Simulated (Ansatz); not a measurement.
(BeBr2)n off (charge +1): gap (eV) at several levels, gas phase, relaxed structures; Ansatz. Clusters are the lowest isomers that short searches found in that spin, judged at the geometry's level. HOMO and LUMO are taken over both spins. The structures are stationary points that may keep the symmetry of their start. Remarks come from the PBE and PBE0 runs and from stability tests at other levels; not every state was tested. HOMO above LUMO (over both spins in singlets and doublets, within one spin in higher multiplets; at PBE or PBE0), or a gap under 0.15 eV within one spin, warns that the state may not be the lowest or that an electron is smeared out.

```json
{"species": "BeBr2⁺", "state": "doublet", "geometry": "PBE0-D4/def2-TZVP", "PBE-D4/def2-TZVP": "0.02", "r2SCAN-D4/def2-TZVP": "0.27", "PBE0-D4/def2-SVP": "1.56", "PBE0-D4/def2-TZVP": "1.49", "remarks": "near-degenerate levels, HOMO above LUMO, gap within one spin near zero"}
{"species": "Be3Br4⁺", "state": "doublet", "geometry": "PBE0-D4/def2-SVP", "PBE-D4/def2-TZVP": "1.00", "r2SCAN-D4/def2-TZVP": "1.69", "PBE0-D4/def2-SVP": "2.60", "PBE0-D4/def2-TZVP": "2.69", "remarks": "–"}
```

(1) Estimate the rows for Be2Br2⁺ (doublet, PBE-D4/def2-TZVP geometry).

(1) 
```json
{"species": "Be2Br2⁺", "state": "doublet", "geometry": "PBE-D4/def2-TZVP", "PBE-D4/def2-TZVP": "2.23", "r2SCAN-D4/def2-TZVP": "2.93", "PBE0-D4/def2-SVP": "4.00", "PBE0-D4/def2-TZVP": "4.08"}
```

Over the 3 species that have every level, the mean is 1.08 at PBE-D4/def2-TZVP, 1.63 at r2SCAN-D4/def2-TZVP, 2.72 at PBE0-D4/def2-SVP, 2.76 at PBE0-D4/def2-TZVP. Orbital gaps grow with the share of exact exchange and aren't one observable across functionals.
